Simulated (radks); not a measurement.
Coulomb parameter of the 5d shell of the iridium ion Ir3+ in the model configuration [Xe] 4f14 5d5 6p1, as a second difference U = [E(n + 0.25) + E(n - 0.25) - 2 E(n)] / (0.25)^2 with all orbitals relaxed. "Bare": the charge of the atom changes with n. "Screened": the 6p shell takes up the change at fixed total charge, which measures U(5d,5d) + U(6p,6p) - 2 U(5d,6p). All-electron calculation, scalar-relativistic Kohn-Sham, PBE, spin-unpolarised, spherical densities, finite nucleus; Fermi nuclear charge, rms radius 5.4032 fm. Program: a radial shooting solver on a logarithmic mesh with Libxc functionals.

case                      configuration  E - E(n) (eV)
start                 [Xe] 4f14 5d5 6p1          0.000
bare +0.25         [Xe] 4f14 5d5.25 6p1         -9.814
bare -0.25         [Xe] 4f14 5d4.75 6p1         10.641
screened +0.25  [Xe] 4f14 5d5.25 6p0.75         -4.038
screened -0.25  [Xe] 4f14 5d4.75 6p1.25          4.175

U(bare) = 13.234 eV, U(screened by 6p) = 2.206 eV, against the Slater integral F0(5d,5d) = 16.349 eV with frozen orbitals.
